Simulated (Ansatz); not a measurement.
Geometry optimisation, UKS PBE/def2-SVP in Ansatz 0.2.0.

input.yaml

```yaml
crystal:
  periodic: [false, false, false]
  atoms:
    - { symbol: C, position_ang: [0.2854, 2.3408, 0.2333] }
    - { symbol: C, position_ang: [0.1493, 1.2468, -0.173] }
    - { symbol: B, position_ang: [0.0132, -0.1961, -0.6868] }
    - { symbol: C, position_ang: [-0.129, -1.3769, 0.3455] }
    - { symbol: F, position_ang: [0.1748, -0.4852, -2.1018] }
    - { symbol: H, position_ang: [0.3105, 3.399, 0.5659] }
    - { symbol: H, position_ang: [0.6657, -2.1052, 0.2916] }
    - { symbol: H, position_ang: [-1.1098, -1.8887, 0.0802] }
    - { symbol: H, position_ang: [-0.2716, -0.9809, 1.4281] }
magnetization:
  spin_polarized: true
basis:
  gaussian: { orbitals: def2-SVP }
hamiltonian:
  xc: pbe
relax:
  f_tol: 0.02
  max_steps: 50
output:
  orbitals: {}
```

Command:

```bash
$ ansatz run input.yaml --threads 2 --pin off --max-ram 3072MiB --backend cpu --events-out ev --progress --plain --runs-dir out
```

Task: Where does it end, and by what steps?

Result: The run converged. After 7 steps the energy has fallen by 0.521 eV; F5 moved furthest, 0.16 Å.

```tsv
step	energy less start (eV)	largest force component (eV/Å)	accepted
0	0.0000	6.816	yes
1	-0.2900	2.250	yes
2	-0.3345	2.798	yes
3	-0.4808	0.939	yes
4	-0.5081	0.508	yes
5	-0.5208	0.084	yes
6	-0.5214	0.021	yes
7	-0.5215	0.006	yes
```

```xyz
9
Properties=species:S:1:pos:R:3
C 0.236 2.437 0.188
C 0.169 1.274 -0.203
B 0.079 -0.199 -0.636
C -0.172 -1.394 0.349
F 0.218 -0.465 -1.947
H 0.297 3.465 0.523
H 0.598 -2.182 0.199
H -1.143 -1.875 0.095
H -0.194 -1.107 1.416
```

Whether the end is a true minimum wasn't checked by a vibrational analysis.

Run time: 17 s on 2 threads of Arm Neoverse V2, with other jobs on the host, peak memory 0.14 GiB.
